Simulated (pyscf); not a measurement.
This saddle point was located with ωB97X-D3(BJ)/def2-SVP in PySCF.

```xyz
10

O     -1.1761    -2.0242     1.5457
Si    -1.8082    -0.9094     0.4724
H     -1.4827    -2.9337     1.4668
H     -2.9865    -1.6196    -0.1567
O     -0.6476    -0.7573    -0.9470
Si    -0.6024     1.0473    -0.4228
H     -0.2786    -1.2207    -1.7164
H      0.2864     1.3514    -1.6078
H      0.2330     1.3963     0.7605
H     -1.7429     1.9914    -0.6224
```

Surface: singlet, charge 0. Lowest wavenumbers (cm⁻¹): 223i, 71, 141, 248, 294.

Q: Which two sides does it connect, and which bonds change?

A: HO–SiH: (SMILES O[SiH]) [singlet] + HO–SiH₃ (SMILES O[SiH3]) <-> HO–SiH(OH)–SiH₃ (SMILES O[SiH](O)[SiH3]), an insertion read from left to right: O–Si broken and O–Si, Si–Si formed. At CCSD(T)/def2-TZVPP + ΔMP2(QZVPP) it lies -0.4 kcal/mol from the left side and +46.4 kcal/mol from the right (each side as separated species at their lowest minima found). On the reactant side the descent ends in an adduct with a O–Si contact, 11.0 kcal/mol under the separated species and 4.6 kcal/mol under the saddle at ωB97X-D3(BJ)/def2-TZVP. At CCSD(T) the saddle lies under the separated reactants, which points to a path from their complex (located at ωB97X-D3(BJ) alone). What is counted as formed (O–Si) is already present as a longer contact in the reactant adduct; forming that adduct is a step of its own. At ωB97X-D3(BJ)/def2-TZVP the barrier from the zero used here is -6.5 kcal/mol. HO–SiH(OH)–SiH₃ lies 28.9 kcal/mol over its isomer HO–SiH₂–O–SiH₃ (electronic energy, ωB97M-D3(BJ)/def2-TZVP). This is the saddle that the search found; another between the same sides may lie lower. The CCSD(T) − MP2 part came from Ansatz, without density fitting, on the same reference.
